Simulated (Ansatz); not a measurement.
Reactions of `[CH3][AlH][O][SiH2]C`.

Gas-phase electronic energies from Ansatz, PBE0-D4/def2-TZVP geometries. CBS: MP2 limit from def2 TZ/QZ plus the TZ coupled-cluster correction, frozen cores. This one scheme is used for every species. For Br, Se outer-core shells are correlated without core-valence functions, which leaves a few kJ/mol of doubt a bond. Scalar relativity is left out up to krypton. Each species was taken in one conformer, which may not be the lowest.

Task: Order these by ΔE at CCSD(T)/CBS, lowest first. (Estimate.)
A. `[CH3][AlH][O][SiH2]C` + `C=C(O)F` → `C=C(F)O[SiH2]C` + `[CH3][AlH][OH]`
B. `[CH3][AlH][O][SiH2]C` + H₂S → CH₃SH + `[CH3][AlH][O][SiH3]`
C. `[CH3][AlH][O][SiH2]C` + HBr → `[CH3][AlH][Br]` + `C[SiH2]O`
D. `[CH3][AlH][O][SiH2]C` + `CC[SeH]` → `CC[Se][SiH2]C` + `[CH3][AlH][OH]`

Result: C (-6.8 kJ/mol), A (+19.2 kJ/mol), D (+48.5 kJ/mol), B (+61.8 kJ/mol).

Largest T1 diagnostic: 0.012, for `C=C(O)F`.
